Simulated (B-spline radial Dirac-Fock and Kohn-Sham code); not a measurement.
X-ray form factors of barium in several charge states

The computed values come from a radial atomic solver: Dirac-Fock densities.

Configurations: Ba [Xe] 6s2; Ba⁺ [Xe] 6s1; Ba²⁺ [Kr] 4d10 5s2 5p6. The first column is f₀ of Ba, the others are differences from it.

```csv
s (Å⁻¹),Ba,Δ Ba⁺,Δ Ba²⁺
0,56.000,-1.000,-2.000
0.1,51.122,+0.004,-0.098
0.2,44.586,+0.016,+0.064
0.3,38.597,-0.010,-0.031
0.4,33.818,-0.003,-0.010
0.5,29.948,+0.002,+0.007
0.7,23.850,+0.001,+0.002
0.9,19.700,-0.001,-0.003
1.1,17.008,0.000,-0.001
1.4,14.069,0.000,+0.001
```
